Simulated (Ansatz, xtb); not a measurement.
**Relative energy of two isomers of C5H3BrN2**

Structure a: `C#Cc1cnc(Br)[nH]1`, a singlet. Structure b: `C#Cc1[nH]cnc1Br`, a singlet. Both are isolated molecules in the gas phase, relaxed with PBE0-D3(BJ)/def2-SVP.

a (Å):

```xyz
11

C     0.9263   -1.7328   -1.0225
C     1.1011   -0.8158   -0.2463
C     1.3067    0.2499    0.6571
C     0.4555    0.9177    1.5229
C     2.3525    1.8294    1.7696
Br    3.7636    2.9094    2.3177
N     1.1236    1.8905    2.2010
N     2.5326    0.8629    0.8381
H     0.7647   -2.5431   -1.7093
H    -0.6053    0.7278    1.6750
H     3.3955    0.6304    0.3636
```

b (Å):

```yaml
atoms:
  - { symbol: C, position_ang: [0.6566, -0.4793, -1.7498] }
  - { symbol: C, position_ang: [1.0329, -0.0406, -0.6822] }
  - { symbol: C, position_ang: [1.4694, 0.4690, 0.5574] }
  - { symbol: C, position_ang: [2.2520, 0.5079, 2.6209] }
  - { symbol: C, position_ang: [1.5697, 1.7631, 1.0570] }
  - { symbol: Br, position_ang: [1.1148, 3.3192, 0.1455] }
  - { symbol: N, position_ang: [1.9205, -0.3154, 1.5997] }
  - { symbol: N, position_ang: [2.0490, 1.7702, 2.3177] }
  - { symbol: H, position_ang: [0.3225, -0.8576, -2.6983] }
  - { symbol: H, position_ang: [1.9835, -1.3253, 1.5813] }
  - { symbol: H, position_ang: [2.6387, 0.1388, 3.5706] }
```

Energies in hartree; the thermal terms are from GFN2-xTB frequencies at re-optimised GFN2-xTB minima (ideal gas, soft modes damped towards free rotors, one conformer each, 298.15 K, 1 atm) and include the zero-point energy:

|  | a | b |
| --- | --- | --- |
| E, CCSD(T)/def2-SVP | −2873.036295 | −2873.037535 |
| E, MP2/def2-SVP | −2872.966385 | −2872.968207 |
| E, MP2/def2-TZVPP | −2873.870965 | −2873.872895 |
| zero-point energy | 0.067886 | 0.068012 |
| H(298 K) − E | 0.076235 | 0.076343 |
| G(298 K) − E | 0.034771 | 0.034860 |

Q: Correct the CCSD(T) difference for the basis set by the MP2 change, then work out ΔE, ΔE₀, ΔH and ΔG for a → b in kcal/mol (1 Eh = 627.51 kcal/mol) and the equilibrium ratio [b]/[a].

A: 1. Differences b − a: CCSD(T) −0.001240, MP2 in the small set −0.001822, MP2 in the large set −0.001930 Eh.
2. ΔE = −0.001240 + (−0.001930 − (−0.001822)) = −0.001348 Eh = −0.85 kcal/mol.
3. ΔE₀ = ΔE + ΔZPE = −0.001348 + (+0.000126) Eh = −0.77 kcal/mol.
4. ΔH = ΔE + (+0.000108) Eh = −0.78 kcal/mol.
5. ΔG = ΔE + (+0.000089) Eh = −0.79 kcal/mol, so ΔS = (ΔH − ΔG)/T = +0.2 J/(mol K).
6. kT = 0.9442 mEh, so K = [b]/[a] = exp(−ΔG/kT) = exp(+1.33) ≈ 3.8.

The two are too close for this level to say which is favoured. An error of 1 kcal/mol in ΔG would change K by a factor of 5.4. Mirror images and further conformers aren't counted.

As drawn, both hold the same kinds of bond in the same numbers.

Other levels gave ΔE = +0.3 (GFN2-xTB); −0.1 (HF/STO-3G, GFN2-xTB geometries); −0.6 (r2SCAN-D4/def2-SVP, GFN2-xTB geometries); −0.6 (PBE0-D3(BJ)/def2-SVP); −0.1 (HF/def2-SVP); −1.1 (MP2/def2-SVP); −0.8 (CCSD(T)/def2-SVP) kcal/mol. The correlated steps freeze 16 core orbitals; the filled d shell of Br is correlated, in a basis made for valence electrons. Programs: Ansatz 0.2.0, xtb 6.7.1.
